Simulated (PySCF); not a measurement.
GeH4Te, SMILES [TeH][GeH3].

Coordinates come from a B3LYP-D3(BJ)/def2-TZVP optimisation. The def2 effective core potentials stand for the cores of Te; spin–orbit coupling is left out.

All values below come from r2SCAN/def2-TZVPD in PySCF.

Symmetry labels are those of the subgroup Cs that the program uses (full group Cs).

Computed valence orbital energies around the gap with their symmetry:
```
orbital  symmetry  energy (eV)
-------  --------  -----------
HOMO−7         A'       -30.80
HOMO−6         A'       -16.62
HOMO−5         A'       -14.07
HOMO−4         A'        -9.57
HOMO−3         A"        -9.05
HOMO−2         A'        -8.74
HOMO−1         A'        -7.63
HOMO           A"        -5.66
LUMO           A'        -1.59
LUMO+1         A'        -0.83
LUMO+2         A'         0.25
LUMO+3         A'         0.51
```
